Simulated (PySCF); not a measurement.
Compound: C2HF2O3 (charge -1).
SMILES with atom numbers: `[O:1]=[C:2]([O-:3])[O:4][CH:5]([F:6])[F:7]` (hydrogens: H8 on C5)
Bond orders are those of one Lewis drawing.

Method: PySCF 2.14.0, PBE0-D3(BJ)/def2-SVP geometry optimisation, gas phase; density fitting, grid level 1; the optimiser is geomeTRIC in internal coordinates, started from a GFN2-xTB structure with every atom displaced at random (about 0.01 Å).

Step 0: E = -13643.0579 eV
```
atom  x, y, z in Å  |  force x, y, z in eV/Å
O1      0.9355    0.8895    1.2728   -1.644   2.824   2.019
C2      1.3958    0.0266    0.6257   -0.678  -1.407  -1.590
O3      2.3997   -0.5682    0.4853    2.635  -1.534  -0.378
O4      0.3246   -0.5988   -0.4492   -1.205   0.296  -0.084
C5     -0.8727   -0.0606   -0.4427    0.015   0.578   0.487
F6     -1.9053   -0.9526   -0.1799    0.408  -0.263   0.062
F7     -1.2507    0.4603   -1.6662    0.300  -0.064  -0.276
H8     -0.9853    0.7752    0.2954    0.170  -0.429  -0.240
```

Step 1: E = -13643.2093 eV
```
atom  x, y, z in Å  |  force x, y, z in eV/Å
O1      0.9130    0.8472    1.3585    0.122  -0.268  -0.274
C2      1.3664    0.0019    0.5972   -0.040   0.164   0.048
O3      2.4413   -0.4966    0.3420   -0.253   0.054   0.127
O4      0.2664   -0.6380   -0.3272    0.106   0.159   0.093
C5     -0.8968   -0.0405   -0.4091    0.300  -0.247  -0.457
F6     -1.9181   -0.9314   -0.1895   -0.118   0.050   0.046
F7     -1.1234    0.4156   -1.7027   -0.071  -0.016   0.250
H8     -1.0073    0.8133    0.2721   -0.045   0.104   0.167
```

Q: Estimate the geometry and energy of step 2. (The exact step hangs on the optimiser's Hessian estimate; all steps are aligned on step 1, rigid shifts and turns removed.)

A: E = -13643.2230 eV, largest force 0.281 eV/Å
```
atom  x, y, z in Å  |  force x, y, z in eV/Å
O1      0.8976    0.8973    1.2792    0.182   0.043  -0.031
C2      1.3614    0.0117    0.5777   -0.166  -0.110   0.143
O3      2.4234   -0.5422    0.4091    0.008   0.058   0.000
O4      0.2868   -0.6347   -0.3557   -0.006   0.039  -0.178
C5     -0.8831   -0.0513   -0.4125   -0.108   0.251   0.063
F6     -1.9049   -0.9451   -0.1987   -0.007  -0.131  -0.042
F7     -1.1478    0.4626   -1.6717    0.069  -0.128   0.078
H8     -0.9918    0.7730    0.3139    0.028  -0.022  -0.034
```

The energy changes by -0.0136 eV. The first-order estimate −F·Δx gives -0.0344 eV and the mean of the old and new forces, exact on a quadratic surface, -0.0139 eV. The step makes an angle of 76° with the force vector and moves no atom by more than 0.095 Å.

What follows is the cost of the whole optimisation. Hardware: one thread, Arm Neoverse V1 (aarch64), on a shared host. Cost: 39 s wall, 0.42 GiB resident at most.
